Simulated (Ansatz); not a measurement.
Harmonic frequencies (cm⁻¹) at PBE0-D4/def2-TZVP from Ansatz: 89, 118, 202, 289, 345, 432, 482, 511, 620, 750, 828, 884, 916, 969, 990, 1002, 1139, 1186, 1230, 1303, 1358, 1415, 1443, 1502, 1539, 1649, 2577, 2675, 3068, 3133, 3168, 3269, 3659.

Each molecule was computed in one conformer, which needn't be the lowest.

Task: Which molecule is it?
A. `BC(=C)[SiH2]C`
B. `BC(CF)N=C`
C. `N=CBCCF`
D. `BC(=C)NCF`

Result: D.
